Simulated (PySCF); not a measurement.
**`[BH3-][P+](C)(C)C`: ΔSCF against reference XPS values**

Measured values to reproduce (core binding energies): P 2p3/2 of P2 137.00 eV [1]; P 2p3/2 of P2 137.17 eV [2]; B 1s of B1 192.76 eV [1]; B 1s of B1 192.93 eV [2]; C 1s of C3/C4/C5 290.79 eV [1]. Sources and the comparison follow the method.

Compound: C3H12BP.
Atom-mapped SMILES: `[BH3-:1][P+:2]([CH3:3])([CH3:4])[CH3:5]`

Computed with delta-SCF UKS SCAN, pcX-3 on the ionised atom, pcseg-2 elsewhere, spin-free X2C (PySCF 2.14.0). Each binding energy is the total energy of the core-ionised species, with the hole localised on one atom, minus that of the ground state; both are solved self-consistently, so orbital relaxation is included.

```tsv
atom	environment	level	this calculation (eV)	reference (eV)	difference (eV)	source
P2	phosphorus bonded to B and 3 C	P 2p3/2	136.95	137.00	-0.05	[1]
P2	phosphorus bonded to B and 3 C	P 2p3/2	136.95	137.17	-0.22	[2]
B1	four-coordinate boron	B 1s	192.71	192.76	-0.05	[1]
B1	four-coordinate boron	B 1s	192.71	192.93	-0.22	[2]
C3/C4/C5	sp3 carbon bound to phosphorus	C 1s	290.84	290.79	+0.05	[1]
```

[1] measured, gas; Perry, Schaaf, Jolly, LBL-3517 (X-ray photoelectron spectroscopic study of charge distributions in tetracovalent compounds of nitrogen and phosphorus, 1975) Note: scanned preprint of the 1970s; energy scale about 0.17 eV below the 1984 compilation; uncertainty about 0.05 eV.
[2] measured, gas; Beach, A photoelectron spectroscopic study of bonding in inorganic and organometallic compounds, PhD thesis, LBL 1985

Task: How well does this level of theory reproduce the measurements here?

Result: Over the 5 different measured values (3 distinct lines) the mean signed difference is -0.10 eV, the mean unsigned one 0.12 eV and the largest 0.22 eV. The calculation is vertical and has no vibrational structure, and measured positions depend on the energy calibration.

Task: What does the calculation give for the levels without a reference value here?

Result: P2 P 1s 2150.72 eV.

Atoms equivalent by their bonding share one computed value, that of the first of them. The 2p values add to the ΔSCF energy of one spin-free hole a correction within the shell (spin–orbit coupling, ligand field). 2p1/2 minus 2p3/2 (ligand field included): P 0.90 eV. Geometry: PBE0-D3(BJ)/def2-TZVP; no solvent, vibrations or thermal averaging.

The run took 3.3 min wall, 7.0 min CPU on AMD EPYC, 2 threads (shared host), and the process peaked at 2.3 GiB of memory.
